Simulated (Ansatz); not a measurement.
Z-matrix (Å, degrees):
```
Si
N 1 1.746
C 1 1.899 2 103.3
H 1 1.485 2 110.2 3 119.8
H 1 1.485 2 110.2 3 -119.7
C 2 1.256 1 114.8 3 0.3
Se 3 1.948 1 105.5 2 -0.4
H 3 1.090 1 112.4 2 -118.5
H 3 1.090 1 112.5 2 117.8
H 6 1.094 2 123.2 1 179.9
```

The species carries charge 0 and has multiplicity 1.

**Question.** List the ωB97M-V/def2-TZVPP orbital energies in eV (Ansatz 0.2.0). (Estimate.)

**Answer.** Ansatz gave: Occupied: -12368.39, -1807.30, -1588.67, -1423.44, -1423.41, -1423.36, -394.41, -283.82, -282.14, -218.12, -161.09, -160.97, -160.79, -148.35, -102.48, -102.45, -102.44, -60.99, -60.98, -60.82, -60.73, -60.71, -28.44, -24.07, -21.51, -18.95, -17.21, -15.07, -15.05, -13.79, -13.12, -12.70, -11.75, -11.11, -9.53, -8.82. Lowest empty: 1.36, 1.42, 2.29, 2.59, 3.42, 3.55, 3.62, 4.17.
